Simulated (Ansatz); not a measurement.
`CBO[SiH2][SiH3]`. Charge 0, multiplicity 1.

Cartesian coordinates in Å:
```
C -1.934 0.744 0.000
B -0.871 1.261 -1.026
O 0.262 0.586 -1.340
Si 0.908 -0.864 -0.857
Si 1.725 -0.736 1.336
H -1.745 -0.249 0.416
H -2.928 0.743 -0.459
H -2.003 1.455 0.833
H -1.024 2.316 -1.583
H -0.112 -1.945 -0.961
H 2.009 -1.169 -1.806
H 0.619 -0.441 2.288
H 2.750 0.336 1.450
H 2.344 -2.037 1.710
```

(1) What are the harmonic wavenumbers in cm⁻¹ at PBE0-D4/def2-TZVP (Ansatz, finite differences of forces, unscaled)? (Estimate.)

(2) Is this a minimum?

(3) Give the ideal-gas thermochemistry at 298.15 K and 1 bar (rigid rotor, harmonic oscillator; point group C1, symmetry number 1).

Answers

(1) Ansatz gave: 36, 70, 86, 109, 142, 224, 351, 410, 428, 517, 609, 635, 704, 750, 824, 833, 895, 933, 938, 952, 981, 1020, 1166, 1312, 1376, 1445, 1466, 2202, 2214, 2223, 2227, 2234, 2573, 3033, 3096, 3123.

(2) Yes, all 36 modes are real.

(3) Zero-point energy 252.0 kJ/mol; H(298) − E = 278.8 kJ/mol; entropy 398.1 J/(mol·K), of which translation 166.8, rotation 116.3, vibration 115.0; G(298) − E = 160.2 kJ/mol. Modes under 100 cm⁻¹ are hindered rotations or soft bends, so the harmonic entropy is rough.
